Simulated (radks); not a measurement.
Spherical quantum dot in the effective-mass picture: electrons in a well V = -V0 / (1 + exp((r - R)/a)) with V0 = 15.9, R = 3.49, a = 0.27, all in effective atomic units (hartree* = m*/eps^2 hartree, bohr* = eps/m* bohr), one dielectric constant everywhere. Method: non-relativistic Kohn-Sham, r2SCAN, spin-polarised, spherical densities, generalised Kohn-Sham scheme; computed with a radial shooting solver with Libxc functionals. Levels are named by radial order and angular momentum (1s, 1p, 1d, 2s, ...), and open shells are averaged over m. Results are scaled to m* = 0.083 and eps = 12.8, for which hartree* = 13.79 meV and bohr* = 8.161 nm.

N = 25, configuration 1s2 1p6 1d10 1f(up 7, down 0). This is the lowest configuration that the search found. Occupied and some empty levels:

level    occupation  eigenvalue (meV)  <r> (nm)
1s up             1           -79.244     17.96
1s down           1           -78.063     17.64
1p up             3           -75.674     18.87
1p down           3           -74.274     18.68
1d up             5           -69.681     19.66
1d down           5           -68.050     19.56
1f up             7           -61.654     20.36
1f down           0           -59.816     20.31
2s up             0           -57.788     13.02
2s down           0           -56.957     13.22
1g up             0           -51.834     20.98
1g down           0           -49.818     20.96
2p up             0           -47.613     15.49
2p down           0           -46.680     15.59
2d up             0           -36.006     17.11
2d down           0           -34.841     17.11

Energy (meV): total -3321.50, kinetic 414.42, external -5216.2, Hartree 1656.5, exchange-correlation -176.23.

Electron density:

r (nm)  n(r) (e/nm^3)
0.794      0.00002080
3.79       0.00003035
6.78       0.00006150
9.78        0.0001363
12.8        0.0002772
15.8        0.0004591
18.8        0.0005503
21.8        0.0004047
24.8        0.0001427
27.7       0.00001945
30.7        1.085e-06
33.7        3.754e-08
36.7        1.162e-09
39.7        3.677e-11
